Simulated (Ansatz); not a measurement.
```xyz
14

C     0.830   -1.573   -0.017
Si   -0.376   -0.250    0.492
N    -1.547   -0.084   -0.766
C     0.468    1.413    0.714
S     1.189    2.017   -0.835
H     1.586   -1.719    0.758
H     0.326   -2.530   -0.173
H     1.341   -1.291   -0.940
H    -0.980   -0.595    1.817
H    -2.363    0.492   -0.632
H    -1.771   -0.885   -1.335
H    -0.213    2.157    1.136
H     1.295    1.298    1.421
H     0.215    1.552   -1.639
```

Total charge 0; spin multiplicity 1.

List the r2SCAN/def2-TZVPP orbital energies in eV (Ansatz 0.2.0). (Estimate.)

The calculation gave: Occupied: -2408.75, -1790.88, -384.82, -273.39, -272.53, -213.16, -157.26, -157.16, -156.99, -141.27, -96.15, -96.13, -96.12, -22.26, -20.02, -18.11, -16.29, -12.99, -12.57, -11.06, -10.56, -10.45, -9.90, -9.40, -9.35, -7.95, -7.46, -6.43, -5.49. Lowest empty: 0.18, 0.43, 1.17, 1.42, 1.89, 2.31, 2.46, 2.64.
